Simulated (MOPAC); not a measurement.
Input for MOPAC: PM7 on H3InO (SMILES [OH][InH2]), a point of a torsion scan.

```
PM7 1SCF PRECISE CHARGE=0 THREADS=1
H3InO

O      1.29227430 1    -0.37026877 1    -0.19060180 1
In    -0.57369230 1     0.08970019 1    -0.01724588 1
H      2.02143623 1     0.07571464 1     0.23445278 1
H     -1.12426871 1     1.63294409 1    -0.48263126 1
H     -1.58190350 1    -1.20209168 1     0.40251194 1
```

Output:

```
*******************************************************************************
 **                                                                           **
 **                              MOPAC v23.2.5                                **
 **                                                                           **
 *******************************************************************************
 ** MOPAC's Digital Object Identifier: https://doi.org/10.5281/zenodo.6511958 **
 **                                                                           **
 ** Please cite the open-source release paper for use of this MOPAC version:  **
 ** J. E. Moussa and J. J. P. Stewart (2026)                                  **
 ** MOPAC: An open-source semiempirical molecular orbital program             **
 ** J. Open Source Softw., 11(119), 8025, https://doi.org/10.21105/joss.08025 **
 *******************************************************************************

                              PM7 CALCULATION RESULTS

 *******************************************************************************
 *  PM7        - The PM7 Hamiltonian to be used
 *
 *
 *
 *                 CHARGE ON SYSTEM = 0
 *
 *
 *
 *  PRECISE    - TIGHTER CRITERIA TO BE USED
 *  1SCF       - DO 1 SCF AND THEN STOP
 *  THREADS=1  - MULTI-THREADING NOT USED
 *  T=         - A TIME OF 172800.0 SECONDS REQUESTED
 *  DUMP=N     - RESTART FILE WRITTEN EVERY 7200.0 SECONDS REQUESTED
 *******************************************************************************
PM7 1SCF PRECISE CHARGE=0 THREADS=1
 H3InO

   ATOM   CHEMICAL          X               Y               Z
  NUMBER   SYMBOL      (ANGSTROMS)     (ANGSTROMS)     (ANGSTROMS)

     1       O          1.29227430  *  -0.37026877  *  -0.19060180  *
     2      In         -0.57369230  *   0.08970019  *  -0.01724588  *
     3       H          2.02143623  *   0.07571464  *   0.23445278  *
     4       H         -1.12426871  *   1.63294409  *  -0.48263126  *
     5       H         -1.58190350  *  -1.20209168  *   0.40251194  *



          CARTESIAN COORDINATES

    NO.       ATOM           X           Y           Z

     1         O          1.2923     -0.3703     -0.1906
     2        In         -0.5737      0.0897     -0.0172
     3         H          2.0214      0.0757      0.2345
     4         H         -1.1243      1.6329     -0.4826
     5         H         -1.5819     -1.2021      0.4025

 General Reference for PM7:
 "Optimization of Parameters for Semiempirical Methods VI: More Modifications to the
 NDDO Approximations and Re-optimization of Parameters", J. J. P. Stewart, J. Mol. Mod., 1:32, 19 (2013)
 https://link.springer.com/article/10.1007/s00894-012-1667-x

           Empirical Formula: H3 O In  =     5 atoms



      MOLECULAR POINT GROUP   :   C1


      RHF CALCULATION, NO. OF DOUBLY OCCUPIED LEVELS = 6


 -------------------------------------------------------------------------------
 PM7 1SCF PRECISE CHARGE=0 THREADS=1
 H3InO



     1SCF WAS SPECIFIED, SO BFGS WAS NOT USED
     SCF FIELD WAS ACHIEVED


                              PM7 CALCULATION
                                                       MOPAC v23.2.5 Linux




          FINAL HEAT OF FORMATION =          3.16142 KCAL/MOL =      13.22740 KJ/MOL


          COSMO AREA              =         83.54 SQUARE ANGSTROMS
          COSMO VOLUME            =         65.45 CUBIC ANGSTROMS

          IONIZATION POTENTIAL    =         10.780480 EV
          HOMO LUMO ENERGIES (EV) =        -10.780  1.485
          NO. OF FILLED LEVELS    =          6
          MOLECULAR WEIGHT        =        133.8431         POINT GROUP:  C1

          MOLECULAR DIMENSIONS (Angstroms)

            Atom       Atom       Distance
            H     5    H     3     3.82689
            H     4    O     1     2.71993
            H     3    O     1     0.48079


          SCF CALCULATIONS        =          1





   ATOM   CHEMICAL          X               Y               Z
  NUMBER   SYMBOL      (ANGSTROMS)     (ANGSTROMS)     (ANGSTROMS)

     1       O          1.29227430  *  -0.37026877  *  -0.19060180  *
     2      In         -0.57369230  *   0.08970019  *  -0.01724588  *
     3       H          2.02143623  *   0.07571464  *   0.23445278  *
     4       H         -1.12426871  *   1.63294409  *  -0.48263126  *
     5       H         -1.58190350  *  -1.20209168  *   0.40251194  *

                             CARTESIAN COORDINATES

   1    O        1.292274300    -0.370268770    -0.190601800
   2   In       -0.573692300     0.089700190    -0.017245880
   3    H        2.021436230     0.075714640     0.234452780
   4    H       -1.124268710     1.632944090    -0.482631260
   5    H       -1.581903500    -1.202091680     0.402511940


           Empirical Formula: H3 O In  =     5 atoms



      MOLECULAR POINT GROUP   :   C1


                  EIGENVALUES
 -26.19646 -15.81040 -12.82913 -11.83055 -11.67146 -10.78048   1.48514   3.10425
   3.69611   4.15969   6.93009


              NET ATOMIC CHARGES AND DIPOLE CONTRIBUTIONS

  ATOM NO.   TYPE          CHARGE      No. of ELECS.   s-Pop       p-Pop
    1          O          -0.982167        6.9822     1.75755     5.22461
    2         In           0.650480        2.3495     0.67647     1.67305
    3          H           0.373225        0.6268     0.62678
    4          H          -0.019912        1.0199     1.01991
    5          H          -0.021626        1.0216     1.02163
 DIPOLE           X         Y         Z       TOTAL
 POINT-CHG.    -3.993     2.131     1.270     4.701
 HYBRID         2.549    -0.346     0.114     2.575
 SUM           -1.444     1.786     1.384     2.681


          ATOMIC ORBITAL ELECTRON POPULATIONS

     Atom    s        px        py        pz
    1  O   1.75755   1.53783   1.84090   1.84588
    2 In   0.67647   0.60952   0.93409   0.12944
    3  H   0.62678
    4  H   1.01991
    5  H   1.02163

 **********************
 *                    *
 * JOB ENDED NORMALLY *
 *                    *
 **********************




 == MOPAC DONE ==
```

The run finished.

Cost: roughly 0.020 core-seconds.
